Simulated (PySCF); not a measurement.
**Correlation energy of P(2+) (phosphorus, charge +2)**

[Ne] 3s2 3p1, 2P determinant. Computed with PySCF 2.14 in def2-TZVP, with the non-relativistic Hamiltonian (point nucleus). Frozen: [Ne]; 3 electrons correlated.

MP2 pair energies summed by pair of shells (mhartree):

| pair | energy | share (%) |
| --- | --- | --- |
| 3s-3s | -24.66 | 55.1 |
| 3s-3p | -20.09 | 44.9 |

Total MP2 correlation energy: -44.75 mhartree.

Same-spin part -2.80 and opposite-spin part -41.96 mhartree; SCS-MP2 scales them by 1/3 and 6/5 to -51.28 mhartree.

| level | correlation energy (mhartree) |
| --- | --- |
| CCSD | -63.98 |
| (T) | -1.00 |
| CCSD(T) | -64.98 |

Diagnostics: T1 = 0.012, D1 = 0.0273, largest double amplitude 0.109.

Task: Is a single reference adequate?

Result: Mostly. T1 lies below 0.03, but a double amplitude of this size points to a near-degeneracy that CCSD handles and MP2 describes poorly.
